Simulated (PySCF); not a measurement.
Molecule: `CCCOc1ncon1`, C5H8N2O2.

Bonds (- single, = double, # triple, : aromatic): C1-C2, C2-C3, C3-O4, O4-C5, C5:N6, N6:C7, C7:O8, O8:N9, N9:C5. C1 carries H10, H11, H12; C2 carries H13, H14; C3 carries H15, H16; C7 carries H17.

Frames of a GFN2-xTB Langevin trajectory at 400 K; GIAO PBE0/pcSseg-1 shieldings in PySCF 2.14, gas phase, non-relativistic; equivalent atoms averaged within each frame.

Scale: 13C (σref 186.93), 1H (σref 31.72) against TMS; 17O (σref 336.08) vs H2O; 15N (σref 267.73) against NH3 (reference shieldings calculated alike). The references are static minima.

How do the shifts (ppm) fluctuate along the trajectory?

## Answers


| time (fs) | C5 | C7 | C3 | C2 | C1 | O8 | O4 | N9 | N6 | H17 |
| --- | --- | --- | --- | --- | --- | --- | --- | --- | --- | --- |
| 250 | 177.3 | 172.4 | 69.3 | 22.7 | 5.3 | 394.1 | 95.1 | 354.7 | 257.2 | 8.24 |
| 425 | 178.2 | 170.0 | 95.0 | 31.4 | 15.9 | 375.2 | 120.8 | 340.9 | 276.1 | 8.58 |
| 625 | 183.3 | 168.5 | 74.9 | 30.4 | 23.0 | 398.1 | 115.9 | 348.3 | 259.2 | 8.69 |
| 800 | 189.8 | 174.0 | 85.9 | 25.2 | 7.4 | 411.2 | 128.4 | 377.1 | 279.7 | 8.38 |
| 1000 | 188.4 | 174.8 | 76.9 | 25.1 | 13.1 | 407.3 | 111.1 | 365.6 | 278.2 | 8.40 |
| mean of frames | 183.4 | 171.9 | 80.4 | 27.0 | 12.9 | 397.2 | 114.2 | 357.3 | 270.1 | 8.46 |
| standard deviation | 5.7 | 2.7 | 10.1 | 3.7 | 7.1 | 14.1 | 12.5 | 14.3 | 10.9 | 0.18 |

5 frames give an uncertainty of the mean of about the standard deviation over 2.2 at best, since frames this close in time may not be independent; classical motion lacks zero-point vibration, and the reference would need the same averaging.
